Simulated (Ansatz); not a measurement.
```yaml
crystal:
  periodic: [false, false, false]
  atoms:
    - {symbol: Be, position_ang: [1.098090, -0.160902, 0.270397]}
    - {symbol: Cl, position_ang: [2.944176, -0.135096, 0.590941]}
    - {symbol: N, position_ang: [-0.232071, 0.418075, 1.166405]}
    - {symbol: Be, position_ang: [-1.062184, 0.276712, -0.316244]}
    - {symbol: Cl, position_ang: [-2.674835, 1.003217, -0.935104]}
    - {symbol: N, position_ang: [0.174505, -0.603575, -1.092806]}
    - {symbol: H, position_ang: [-0.168071, 1.340770, 1.619039]}
    - {symbol: H, position_ang: [-0.562665, -0.215572, 1.911287]}
    - {symbol: H, position_ang: [-0.005252, -1.615814, -1.185980]}
    - {symbol: H, position_ang: [0.488308, -0.307806, -2.027925]}
basis:
  gaussian: {orbitals: "6-31G*"}
hamiltonian: {xc: {name: wPBEh}}
scf: {omitted_lower_state_checks: [starts]}
output: {forces: true}
```

```sh
$ ansatz run in.yaml --threads 4 --pin off --events-out ev --progress --plain --max-ram 3916MiB
```

It prints (some lines left out):

```
Functional definition: wPBEh
1006 factors; integrals over basis functions are off by at most 1.1e-3 eV
122 factors; integrals over basis functions are off by at most 3.6e-7 eV
mean field evaluation 1: about -28879.6975 eV, gradient 6.7e1 eV
mean field evaluation 2: about -28871.3142 eV, gradient 8.9e1 eV
mean field evaluation 4: about -28888.4320 eV, gradient 3.0e0 eV
mean field evaluation 8: about -28888.7256 eV, gradient 1.3e-1 eV
mean field evaluation 16: about -28888.7257 eV, gradient 4.1e-5 eV
mean field -28888.72568757 eV, -1061.6410875367 hartree, gradient 4.1e-5 eV, S^2 0.000000; 0 other end points of the search recorded, 0 dependent functions left out
reference -28888.72572366 eV, -1061.6410888630 hartree; 30, 30 occupied and 76, 76 virtual orbitals, 1006 factors
Total energy: -28888.72572366 eV, -1061.6410888630 hartree
Atom 0 at     1.098090    -0.160902     0.270397 Å, force    -0.127132     0.028365    -0.035445 eV/Å
Atom 1 at     2.944176    -0.135096     0.590941 Å, force    -0.228911    -0.007067    -0.037994 eV/Å
Atom 2 at    -0.232071     0.418075     1.166405 Å, force    -0.090439     0.083070     0.395480 eV/Å
Atom 3 at    -1.062184     0.276712    -0.316244 Å, force     0.128631    -0.023554     0.033865 eV/Å
Atom 4 at    -2.674835     1.003217    -0.935104 Å, force     0.197672    -0.093467     0.077915 eV/Å
Atom 5 at     0.174505    -0.603575    -1.092806 Å, force     0.040687    -0.243993    -0.332738 eV/Å
Atom 6 at    -0.168071     1.340770     1.619039 Å, force    -0.018310    -0.458712    -0.274839 eV/Å
Atom 7 at    -0.562665    -0.215572     1.911287 Å, force     0.174072     0.296388    -0.420195 eV/Å
Atom 8 at    -0.005252    -1.615814    -1.185980 Å, force     0.081610     0.528521     0.093873 eV/Å
Atom 9 at     0.488308    -0.307806    -2.027925 Å, force    -0.157880    -0.109550     0.500078 eV/Å
Dipole moment:    -0.115408    -0.371981     0.147440 e Å
Checks for a lower state left out: starts
```

Hardware: 4 threads of Intel Xeon on a shared host. Wall time 8 s.

The 6-31G sets use Cartesian d functions.
